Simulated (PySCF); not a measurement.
## How methods differ on the fine-structure interval of Sn(37+)

Sn(37+) [Ne] 3s2 3p1 [3p1/2^1, M_J = 1/2] → Sn(37+) [Ne] 3s2 3p1 [3p3/2^1, M_J = 3/2], as a difference of total energies. Calculation: PySCF 2.14, in an uncontracted even-tempered set (18 s from 7.3 bohr⁻², ratio 2.4; 14 p from 9.5 bohr⁻², ratio 2.4; 4 d from 33 bohr⁻², ratio 2.6; 4 f from 49 bohr⁻², ratio 2.6); the two-component X2C-1e Hamiltonian. Correlated levels: 1s2 frozen; the 54 highest virtual spinors dropped. "Screened" scales the spin-orbit matrix elements by Boettger's factors to mimic the two-electron term; Breit and QED terms are absent.

| method | fine-structure interval (cm⁻¹) |
| --- | --- |
| GHF (screened spin-orbit) | 478350 |
| GMP2 (screened spin-orbit) | 475660 |
| GHF (bare spin-orbit) | 499100 |
